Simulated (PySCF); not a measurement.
Level of theory: B3LYP-D3(BJ)/def2-TZVP (PySCF 2.14.0). Gas-phase values, no solvent. One relaxed conformer stands for a flexible species; it need not be the lowest. B3LYP has the VWN-RPA correlation part, as in Gaussian. Delta-SCF ions had no search for a lower state. 

Reference species (SMILES): `C1COC1` (neutral, multiplicity 1).

- vertical ionisation energy (Delta-SCF): 9.58 eV
- HOMO–LUMO gap: 7.95 eV
- HOMO: -6.92 eV

After one change: the vertical ionisation energy (Delta-SCF) falls by 0.55 eV; the HOMO–LUMO gap falls by 0.83 eV; the HOMO increases by 0.42 eV.

Q: Which change was made? The new species is one of these.
A) `C=COC` (C–C–O–C torsion 0°)
B) `C/C=C\O` (C–C–O–H torsion 0°)
C) `OC1CC1` (H–O–C–C torsion 37°)
D) `CC(C)=O`

A: A, `C=COC` (C–C–O–C torsion 0°)
